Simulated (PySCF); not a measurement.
C₂H₆Cl₂Si, triplet, at the geometry of the source list (a higher spin typed on purpose: for a closed-shell molecule this is an excited state), with bond 5-2 at 1.25 times its length; HF/3-21G in PySCF.

PySCF was given this input:
```python
from pyscf import gto, scf

mol = gto.Mole()
mol.atom = '''
    C     1.46970000   -0.56850000   -0.39370000
    Si    0.04640000    0.66220000   -0.12100000
    C    -1.52280000   -0.18950000    0.53220000
    Cl    0.63840000    2.07840000    1.21270000
    Cl   -0.48872500    1.81495000   -2.32225000
    H     1.19660000   -1.33230000   -1.11570000
    H     2.35960000   -0.06830000   -0.76690000
    H     1.73950000   -1.06940000    0.53130000
    H    -2.32760000    0.52520000    0.68340000
    H    -1.88050000   -0.94260000   -0.16360000
    H    -1.33770000   -0.67970000    1.48340000
'''
mol.basis = '3-21g'
mol.spin = 2
mol.verbose = 4
mol.build()

mf = scf.UHF(mol)
mf.kernel()
mo_i, mo_e, stable_i, stable_e = mf.stability(internal=True, external=True, return_status=True, nroots=6, tol=1e-6)
print('internally stable:', stable_i, ' externally stable:', stable_e)
if not stable_i:
    umf = mf.copy()
    umf.scf_summary = {}
    umf.kernel(umf.make_rdm1(mo_i, mf.mo_occ))
```

It wrote (shortened):

```
PySCF version 2.14.0

[INPUT] verbose = 4
[INPUT] num. atoms = 11
[INPUT] num. electrons = 66
[INPUT] charge = 0
[INPUT] spin (= nelec alpha-beta = 2S) = 2
[INPUT] symmetry False subgroup None
[INPUT] Mole.unit = angstrom
[INPUT] Symbol           X                Y                Z      unit          X                Y                Z       unit  Magmom
[INPUT]  1 C      1.469700000000  -0.568500000000  -0.393700000000 AA    2.777330485273  -1.074309301815  -0.743985175241 Bohr   0.0
[INPUT]  2 Si     0.046400000000   0.662200000000  -0.121000000000 AA    0.087683292180   1.251376639687  -0.228656861072 Bohr   0.0
[INPUT]  3 C     -1.522800000000  -0.189500000000   0.532200000000 AA   -2.877674942488  -0.358103100605   1.005712243494 Bohr   0.0
[INPUT]  4 Cl     0.638400000000   2.078400000000   1.212700000000 AA    1.206401157922   3.927606777296   2.291670871260 Bohr   0.0
[INPUT]  5 Cl    -0.488725000000   1.814950000000  -2.322250000000 AA   -0.923556400228   3.429758429779  -4.388416492771 Bohr   0.0
[INPUT]  6 H      1.196600000000  -1.332300000000  -1.115700000000 AA    2.261246280655  -2.517682115758  -2.108367437177 Bohr   0.0
[INPUT]  7 H      2.359600000000  -0.068300000000  -0.766900000000 AA    4.458997763524  -0.129068294308  -1.449230964929 Bohr   0.0
[INPUT]  8 H      1.739500000000  -1.069400000000   0.531300000000 AA    3.287178593681  -2.020873117610   1.004011489981 Bohr   0.0
[INPUT]  9 H     -2.327600000000   0.525200000000   0.683400000000 AA   -4.398526527538   0.992484160622   1.291438833528 Bohr   0.0
[INPUT] 10 H     -1.880500000000  -0.942600000000  -0.163600000000 AA   -3.553629977245  -1.781255845015  -0.309159193979 Bohr   0.0
[INPUT] 11 H     -1.337700000000  -0.679700000000   1.483400000000 AA   -2.527886636831  -1.284446846867   2.803219733180 Bohr   0.0

nuclear repulsion = 340.693599240433
number of shells = 43
number of NR pGTOs = 129
number of NR cGTOs = 69
basis = 3-21g
ecp = {}

******** <class 'pyscf.scf.uhf.UHF'> ********
method = UHF
initial guess = minao
damping factor = 0
level_shift factor = 0
DIIS = <class 'pyscf.scf.diis.CDIIS'>
diis_start_cycle = 1
diis_space = 8
diis_damp = 0
SCF conv_tol = 1e-09
SCF conv_tol_grad = None
SCF max_cycles = 50
direct_scf = True
direct_scf_tol = 1e-13
number electrons alpha = 34  beta = 32
Set gradient conv threshold to 3.16228e-05
init E= -1280.25980976152

cycle= 1 E= -1280.53316805221  delta_E= -0.273  |g|= 0.362  |ddm|= 2.73

cycle= 2 E= -1280.61781572954  delta_E= -0.0846  |g|= 0.326  |ddm|= 1.24
cycle= 3 E= -1280.67636214314  delta_E= -0.0585  |g|= 0.0737  |ddm|= 0.418
cycle= 4 E= -1280.69880123423  delta_E= -0.0224  |g|= 0.0816  |ddm|= 0.278
cycle= 5 E= -1280.71202595829  delta_E= -0.0132  |g|= 0.0819  |ddm|= 0.142
cycle= 6 E= -1280.73974572144  delta_E= -0.0277  |g|= 0.0384  |ddm|= 0.371
cycle= 7 E= -1280.74375904244  delta_E= -0.00401  |g|= 0.0133  |ddm|= 0.154
cycle= 8 E= -1280.74405951059  delta_E= -0.0003  |g|= 0.00435  |ddm|= 0.0564
cycle= 9 E= -1280.74405873263  delta_E= 7.78e-07  |g|= 0.00669  |ddm|= 0.0319
cycle= 10 E= -1280.74411101552  delta_E= -5.23e-05  |g|= 0.00112  |ddm|= 0.0203
cycle= 11 E= -1280.74411270156  delta_E= -1.69e-06  |g|= 0.000323  |ddm|= 0.00391
cycle= 12 E= -1280.74411292677  delta_E= -2.25e-07  |g|= 0.000103  |ddm|= 0.00139
cycle= 13 E= -1280.74411295607  delta_E= -2.93e-08  |g|= 4.38e-05  |ddm|= 0.000773
cycle= 14 E= -1280.74411295955  delta_E= -3.48e-09  |g|= 1.22e-05  |ddm|= 0.000272
cycle= 15 E= -1280.74411295987  delta_E= -3.21e-10  |g|= 4.09e-06  |ddm|= 7.2e-05
Extra cycle  E= -1280.74411295991  delta_E= -4.43e-11  |g|= 2.66e-06  |ddm|= 1.56e-05
converged SCF energy = -1280.74411295991  <S^2> = 2.0044034  2S+1 = 3.0029342
uhf_internal: lowest eigs of H = [4.32860855e-04 3.62745334e-02 2.99353925e-01 3.51690502e-01
 3.83179485e-01 4.47207259e-01]
<class 'pyscf.scf.uhf.UHF'> wavefunction is stable in the internal stability analysis
uhf_real2complex: lowest eigs of H = [0.00082298 0.02032164 0.16285046 0.18046623 0.2116788  0.22441181]
<class 'pyscf.scf.uhf.UHF'> wavefunction is stable in the real -> complex stability analysis
uhf_external: lowest eigs of H = [-1.26414636e-01  2.08490723e-08  7.46289720e-03  1.00665913e-02
  9.37806004e-02  1.61691476e-01]
<class 'pyscf.scf.uhf.UHF'> wavefunction has an UHF/UKS -> GHF/GKS instability
internally stable: True  externally stable: False
```
